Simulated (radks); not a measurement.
Values are calculated unless marked as measured or tabulated.
Task: These are the eigenvalues of the occupied orbitals of an atom or ion with whole-number occupations (eV). Code: a radial shooting solver on a logarithmic mesh with Libxc functionals. Model: scalar-relativistic Kohn-Sham, PBE, spin-unpolarised, spherical densities, point nucleus.

orbital  eigenvalue
1s        -96122.06
2s        -24122.73

Which element is it, and in what charge state? The configuration may be excited.

Result: Z = 81, thallium, charge +78: Tl78+ in [He] 2s1. The 1s level, -3532.4 hartree, gives Z - s = 84.1 by -(Z - s)^2/2, which with screening and relativity narrows Z to a few neighbours, and the depths must fix Z and the occupations together.
